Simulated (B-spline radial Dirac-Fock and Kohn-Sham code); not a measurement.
# Dipole and non-dipole photoemission parameters of Sr²⁺ 2p3/2

System: strontium as Sr²⁺, [Ar] 3d10 4s2 4p6; threshold 1956.7 eV (orbital energy of the model). The computed values come from a radial atomic solver: Dirac-Hartree-Slater photoionisation with a Latter tail; cross sections with all multipoles, angular parameters from the dipole term and its interference with E2.

Input of the calculation (task.json; shells as n, l, electrons):

```json
{"items": [{
  "Z": 38,
  "q": 2,
  "cfg": [[1, 0, 2], [2, 0, 2], [2, 1, 6], [3, 0, 2], [3, 1, 6], [3, 2, 10], [4, 0, 2], [4, 1, 6]],
  "A": 88,
  "rrms": 4.224,
  "do": "xps",
  "hv": [60.6, 62.5, 100, 152.0, 161.0, 173.0, 241.0, 245.0, 300, 341.0, 392.0, 432.0, 600, 638.0, 900.0, 1253.6, 1590.0, 1660.0, 1870.0, 2000, 2280.0, 2640.0, 4000, 5890.0, 7140.0, 7210.0, 8047.8, 8550.0, 8690.0, 9251.7]
}]}
```

Run with: `python xray2_run.py task.json out`

For linearly polarised light dσ/dΩ = σ/(4π) [1 + β P₂(cos θ) + (δ + γ cos²θ) sin θ cos φ], with θ from the polarisation vector and φ the angle between the beam and the projection of the electron momentum on the plane normal to the polarisation.

```
hν (eV)  σ (kb)      β       γ      δ
   2000     278  0.801  -0.179  0.008
   2280     205  1.285  -0.164  0.011
   2640     139  1.421   0.017  0.022
   4000    43.6  1.463   0.559  0.043
   5890    13.9  1.368   1.016  0.068
   7140    7.69  1.298   1.224  0.086
   7210    7.46  1.294   1.234  0.087
 8047.8    5.29  1.248   1.344  0.100
   8550       ?      ?       ?      ?
   8690    4.15  1.214   1.417  0.110
 9251.7    3.40  1.186   1.476  0.118
```

Problem. Give the values at 8550 eV.

Solution. σ = 4.37 kb, β = 1.222, γ = 1.402, δ = 0.108.
